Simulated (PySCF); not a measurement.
**Dipole response of Pd (palladium, neutral)**

[Kr] 4d10, closed-shell 1S. Calculation: PySCF 2.14, in aug-cc-pwCVTZ-DK with one added diffuse shell each of s, p, d, f, g type (12s11p9d5f4g, 161 functions); scalar relativity by spin-free X2C-1e. Coupled (time-dependent) response in atomic units; α is the mean over directions.

```tsv
method	mean α (bohr³)	C₆ (like pair)	S(−4)
TPSSh	28.32	205.2	594.7
```

S(−4) is the Cauchy moment in α(ω) = α(0) + S(−4) ω² + …

Reference α: 26.14 ± 0.1 bohr³ (recommended; Schwerdtfeger and Nagle, table of static dipole polarizabilities (2023 update)). Published C₆: 628.0 (Gould and Bucko (2016)).

α(iu) at TPSSh:

| u (hartree) | α(iu) (bohr³) |
| --- | --- |
| 0 | 28.32 |
| 0.0500 | 26.96 |
| 0.100 | 23.96 |
| 0.200 | 18.23 |
| 0.300 | 14.41 |
| 0.500 | 9.945 |
| 0.750 | 6.955 |
| 1.00 | 5.213 |
| 1.50 | 3.294 |
| 2.00 | 2.284 |
| 3.00 | 1.286 |
| 5.00 | 0.5711 |

A single London oscillator, α(iu) = α/(1 + u²/ω²), gives C₆ = (3/4) ω α². Matching the computed C₆ needs ω = 4 × 205.2 / (3 × 28.32²) = 0.341 hartree.
